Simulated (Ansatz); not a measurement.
SiI2. The state is a singlet with charge 0. Geometry r2SCAN-D4/def2-TZVP.

```csv
atom,x (Å),y (Å),z (Å)
Si1,0.093,-0.778,0.666
I2,1.882,0.660,-0.285
I3,-1.975,0.118,-0.381
```

In the def2 sets I takes a core potential; there is no spin–orbit coupling.

Task: Estimate the orbital energies around the gap (eV) in Ansatz with LDA (SPW92)/def2-TZVP, PBE-D4/def2-SVP, PBE0-D4/def2-SVP, PBE0-D4/def2-TZVP, BHLYP-D4/def2-TZVP.

Result: 
```csv
orbital,LDA (SPW92)/def2-TZVP,PBE-D4/def2-SVP,PBE0-D4/def2-SVP,PBE0-D4/def2-TZVP,BHLYP-D4/def2-TZVP
HOMO−5,-8.79,-8.71,-9.91,-9.80,-10.73
HOMO−4,-7.88,-7.69,-8.94,-8.91,-9.89
HOMO−3,-7.77,-7.59,-8.73,-8.71,-9.59
HOMO−2,-7.07,-6.87,-7.96,-7.96,-8.82
HOMO−1,-6.65,-6.44,-7.57,-7.57,-8.45
HOMO,-6.31,-6.16,-7.18,-7.14,-7.96
LUMO,-4.12,-3.96,-3.36,-3.29,-2.43
LUMO+1,-2.14,-1.84,-1.14,-1.20,-0.35
LUMO+2,-1.71,-1.41,-0.70,-0.77,0.09
LUMO+3,2.04,3.18,3.97,3.02,3.82
LUMO+4,2.19,5.39,6.39,3.16,3.92
LUMO+5,2.19,6.38,7.45,3.17,4.11
```
